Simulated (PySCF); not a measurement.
## Shifts of the heteroatoms

Molfile (atoms numbered from 1):
```
C3H7FOSi
     RDKit          3D

 13 13  0  0  0  0  0  0  0  0999 V2000
    1.9799    0.4488    0.0958 C   0  0  0  0  0  0  0  0  0  0  0  0
    0.8530    0.0773    0.8816 O   0  0  0  0  0  0  0  0  0  0  0  0
   -0.3603    0.3599    0.3222 C   0  0  1  0  0  0  0  0  0  0  0  0
   -0.5543    1.7349    0.2169 F   0  0  0  0  0  0  0  0  0  0  0  0
   -0.8292   -0.4007   -0.9235 C   0  0  0  0  0  0  0  0  0  0  0  0
   -1.8464   -0.7765    0.6277 Si  0  0  0  0  0  4  0  0  0  0  0  0
    1.9636   -0.0529   -0.8765 H   0  0  0  0  0  0  0  0  0  0  0  0
    2.8560    0.1362    0.6591 H   0  0  0  0  0  0  0  0  0  0  0  0
    2.0030    1.5308   -0.0576 H   0  0  0  0  0  0  0  0  0  0  0  0
   -1.2360    0.2234   -1.7076 H   0  0  0  0  0  0  0  0  0  0  0  0
   -0.1267   -1.1278   -1.3086 H   0  0  0  0  0  0  0  0  0  0  0  0
   -1.5647   -2.0148    1.3230 H   0  0  0  0  0  0  0  0  0  0  0  0
   -3.1425   -0.1380    0.7297 H   0  0  0  0  0  0  0  0  0  0  0  0
  1  2  1  0
  2  3  1  0
  3  4  1  6
  3  5  1  0
  5  6  1  0
  6  3  1  0
  1  7  1  0
  1  8  1  0
  1  9  1  0
  5 10  1  0
  5 11  1  0
  6 12  1  0
  6 13  1  0
M  END
```

Computed data (PySCF 2.14): geometry from GFN2-xTB, NMR shieldings at PBE0/pcSseg-1/GIAO. Gas phase, one computed conformer, fast rotation and ring inversion assumed for equivalent nuclei, non-relativistic Hamiltonian.

(1) Predict the ¹⁹F NMR data.

(2) Where does ²⁹Si resonate?

(3) What are the ¹⁷O shifts?

Results:

(1) 
| atoms | environment | σ (ppm) | δ (ppm) |
| --- | --- | --- | --- |
| F4 | fluorine on an sp3 carbon | 334.0 | -140.7 |

Shieldings were converted by a linear fit to measured shifts: ¹⁹F: δ = 146.13 − 0.903σ +14.6 on sp3 carbon (rms 6.0 ppm, 223 shifts, 7.0 ppm with the 5 outliers that the fit left out vs CFCl3, solution or neat liquid). Occasional misses reach two or three times the rms, and more in compound classes unlike the fitted ones.

On a 600 MHz spectrometer ¹⁹F resonates near 564.6 MHz, so 1 ppm is 564.6 Hz.

(2) 
```json
{"atoms": "Si6", "environment": "silicon bonded to 2 C, 2 H, in a 3-membered ring", "σ (ppm)": "474.3", "δ (ppm)": "-109.9"}
```

Shieldings were converted by a linear fit to measured shifts: ²⁹Si (scatter 8.9 ppm rms, 25.8 ppm with the 6 outliers that the fit left out vs TMS, solution or neat liquid). Occasional misses reach two or three times the rms, and more in compound classes unlike the fitted ones.

On a 600 MHz spectrometer ²⁹Si resonates near 119.2 MHz, so 1 ppm is 119.2 Hz.

(3) 
```tsv
atoms	environment	σ (ppm)	δ (ppm)
O2	ether oxygen	259.1	30.7
```

Shieldings were converted by a linear fit to measured shifts: ¹⁷O: δ = 266.70 − 0.911σ (rms 10.7 ppm, 155 shifts, 12.2 ppm with the 3 outliers that the fit left out vs liquid water, solution or neat liquid). A few per cent of atoms miss by over 2 rms, more outside the fitted compound classes.

On a 500 MHz spectrometer ¹⁷O resonates near 67.8 MHz, so 1 ppm is 67.8 Hz.
